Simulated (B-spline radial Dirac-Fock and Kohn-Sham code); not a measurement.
# What relativity does to the binding energies of Ir⁺

System: iridium as Ir⁺ in the configuration [Xe] 4f14 5d7 6s1.

Both columns are ΔSCF binding energies of the configuration average from a radial atomic solver: non-relativistic Hartree-Fock with a point nucleus, and Dirac-Fock with a finite nucleus and the Coulomb interaction alone, averaged over the two j levels with weights 2j+1.

| shell | Hartree-Fock (eV) | Dirac-Fock (eV) | shift (eV) | shift (%) |
| --- | --- | --- | --- | --- |
| 1s | 69764.0 | 76526.1 | +6762.09 | +9.69 |
| 2s | 11690.2 | 13496.0 | +1805.80 | +15.45 |
| 2p | 11204.2 | 11809.1 | +604.92 | +5.40 |
| 3s | 2760.3 | 3209.6 | +449.27 | +16.28 |
| 3p | 2532.8 | 2702.0 | +169.21 | +6.68 |
| 4s | 607.5 | 719.2 | +111.76 | +18.40 |
| 4p | 509.6 | 549.1 | +39.52 | +7.76 |
| 4f | 92.34 | 79.67 | -12.67 | -13.72 |
| 5p | 68.52 | 73.27 | +4.75 | +6.94 |
| 5d | 20.95 | 19.31 | -1.64 | -7.84 |
| 6s | 13.60 | 15.71 | +2.10 | +15.45 |

Relativity binds 1s, 2s, 2p, 3s, 3p, 4s, 4p, 5p, 6s more strongly, among those listed most of all 4s in relative terms, and 4f, 5d more weakly, because the contracted s and p shells screen the nucleus better.

Values without a named source are computed, but for edge energies of neutral atoms, which are taken from tables.
